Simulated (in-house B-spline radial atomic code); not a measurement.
**How G0W0 and RPA depend on the start: the iodine ion I⁴¹⁺**

Configuration [Ne] 3s2. Computed with a B-spline radial code for spherical atoms: all electrons, non-relativistic, point nucleus, each spin shell either full or empty, empty states to l = 9 with an (l + 1/2)⁻⁴ tail; G0W0 by contour deformation at full frequency.

Without relativity these are model numbers: it shifts the levels of so heavy an element strongly and can reorder them.

```json
{"start": "Hartree-Fock", "mean-field 3s (eV)": "-2988.46", "G0W0 (eV)": "?", "QP weight": "?", "RPA correlation (Eh)": "?"}
{"start": "PBE", "mean-field 3s (eV)": "-2959.32", "G0W0 (eV)": "?", "QP weight": "?", "RPA correlation (Eh)": "?"}
{"start": "r2SCAN0", "mean-field 3s (eV)": "-2967.33", "G0W0 (eV)": "-2995.69", "QP weight": "0.979", "RPA correlation (Eh)": "-0.99882"}
{"start": "wB97X", "mean-field 3s (eV)": "-2969.36", "G0W0 (eV)": "-2995.74", "QP weight": "0.978", "RPA correlation (Eh)": "-1.0069"}
{"start": "CAM-B3LYP", "mean-field 3s (eV)": "-2967.98", "G0W0 (eV)": "-2995.82", "QP weight": "0.978", "RPA correlation (Eh)": "-1.009"}
```

Q: What G0W0 level, weight and RPA correlation energy follow from the PBE start?

A: G0W0 level -2996.27 eV, weight 0.974, RPA correlation -1.0532 hartree.

Q: What G0W0 level, weight and RPA correlation energy follow from the Hartree-Fock start?

A: G0W0 level -2994.68 eV, weight 0.986, RPA correlation -0.91988 hartree.

Q: How much of the dependence on the start does G0W0 remove?

A: The mean-field levels span 29.1 eV and the G0W0 levels 1.59 eV. Against 3096 ± 4 eV (NIST, tabulated theory) the G0W0 removal energies are off by -101.32 to -99.73 eV, with relativity, Breit and QED terms left out.
